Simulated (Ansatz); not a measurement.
Reaction (ligand exchange at the Al–Cl bond): `F[SiH2][AlH][Cl]` + `N[SiH3]` → `F[SiH2][AlH][NH][SiH3]` + HCl

Isolated molecules relaxed with PBE0-D4/def2-TZVP in Ansatz; ΔE leaves out vibrations. CCSD(T)/CBS is the MP2 limit (def2-TZVPP, def2-QZVPP) plus CCSD(T) − MP2 in def2-TZVPP, frozen cores. This one scheme is used for every species. Functionals use def2-TZVPP. Each species was taken in one conformer, which may not be the lowest.

| level | ΔE (kcal/mol) | difference from CCSD(T)/CBS |
| --- | --- | --- |
| PBE-D4 | 13.5 | 0.0 |
| ωB97X-V | 14.2 | 0.7 |
| ωB97M-V | 13.9 | 0.4 |
| r2SCAN | 14.7 | 1.2 |
| HF/def2-TZVPP | 17.8 | 4.3 |
| SCS-MP2/def2-TZVPP | 13.2 | -0.3 |
| CCSD/def2-TZVPP | 13.2 | -0.3 |
| HF/def2-QZVPP | 17.6 | 4.1 |
| HF/CBS(def2) | 17.6 | 4.1 |
| CCSD/CBS(def2) | 14.2 | 0.7 |
| CCSD(T)/CBS | 13.5 | 0 |

Largest T1 diagnostic among the species: 0.012.

In def2-TZVPP, CCSD(T) changes the Hartree–Fock value by −5.2 kcal/mol (the triples alone add −0.6 kcal/mol) and MP2 by −4.7 kcal/mol. The D4 term adds −2.0 kcal/mol with B3LYP and −1.2 kcal/mol with PBE0; it sums over pairs of atoms, weighted by their polarisabilities, and B3LYP, whose exchange is more repulsive, gets the larger term.

B3LYP here is the variant with VWN-RPA as its local correlation; programs differ in this.
